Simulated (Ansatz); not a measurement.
Reaction (cleavage of the Si–Al bond): `[SiH3][CH2][AlH][SiH3]` + `CCBS` → `CCBS[SiH3]` + `[AlH2][CH2][SiH3]`

Gas-phase electronic energies from Ansatz, PBE0-D4/def2-TZVP geometries. CCSD(T)/CBS is the MP2 limit (def2-TZVPP, def2-QZVPP) plus CCSD(T) − MP2 in def2-TZVPP, frozen cores. This one scheme is used for every species. Functionals use def2-TZVPP. B3LYP here is the variant with VWN-RPA as its local correlation; programs differ in this. One conformer a species, not always the lowest.

`[SiH3][CH2][AlH][SiH3]`:

Z-matrix (Å, degrees):
```
Si
C 1 1.863
H 1 1.490 2 113.0
H 1 1.489 2 110.1 3 120.6
H 1 1.489 2 110.1 3 -120.6
Al 2 1.958 1 114.8 3 179.9
H 2 1.098 1 109.9 3 -58.2
H 2 1.098 1 110.0 3 57.6
Si 6 2.459 2 118.8 1 -178.9
H 6 1.591 2 119.8 1 1.1
H 9 1.493 6 110.6 2 59.2
H 9 1.493 6 110.6 2 -58.5
H 9 1.490 6 114.0 2 -179.7
```

`CCBS`:

Cartesian coordinates in Å:
```
C -0.823 0.226 1.225
C 0.206 -0.392 0.278
B 0.616 0.535 -0.909
S 0.875 0.008 -2.587
H -1.776 0.397 0.717
H -0.479 1.190 1.606
H -1.020 -0.422 2.082
H 1.138 -0.571 0.838
H -0.126 -1.379 -0.061
H 0.815 1.705 -0.744
H 0.573 -1.296 -2.445
```

`CCBS[SiH3]`:

Z-matrix (Å, degrees):
```
C
C 1 1.529
H 1 1.093 2 111.2
H 1 1.092 2 111.5 3 -119.9
H 1 1.093 2 111.2 3 119.6
B 2 1.560 1 114.1 3 -65.0
H 2 1.094 1 110.9 3 62.8
H 2 1.102 1 108.7 3 178.4
S 6 1.792 2 120.7 1 139.1
H 6 1.201 2 120.5 1 -42.1
Si 9 2.148 6 99.2 2 177.4
H 11 1.484 9 107.1 6 179.1
H 11 1.483 9 110.3 6 59.8
H 11 1.483 9 110.4 6 -61.6
```

`[AlH2][CH2][SiH3]`:

Z-matrix (Å, degrees):
```
C
Si 1 1.866
Al 1 1.948 2 113.8
H 1 1.096 2 107.7 3 121.8
H 1 1.096 2 107.7 3 -121.7
H 2 1.489 1 112.7 3 180.0
H 2 1.490 1 110.3 3 59.2
H 2 1.490 1 110.3 3 -59.3
H 3 1.587 1 119.9 2 89.7
H 3 1.587 1 119.9 2 -89.6
```

```csv
level,ΔE (kJ/mol)
B3LYP,-41.1
CCSD/def2-TZVPP,-43.4
```

(1) What does CCSD(T)/CBS give? (Best estimate.)

Largest T1 diagnostic among the species: 0.012.

## Answers

(1) Computed: -47.2 kJ/mol. The listed levels differ from it by 6.1, 3.8 kJ/mol.

From PBE to PBE0 (25 % exact exchange), in def2-TZVPP and without D4, ΔE moves by −4.8 kJ/mol. The D4 term adds −3.9 kJ/mol with B3LYP and −1.8 kJ/mol with PBE0; it sums over pairs of atoms, weighted by their polarisabilities, and B3LYP, whose exchange is more repulsive, gets the larger term.
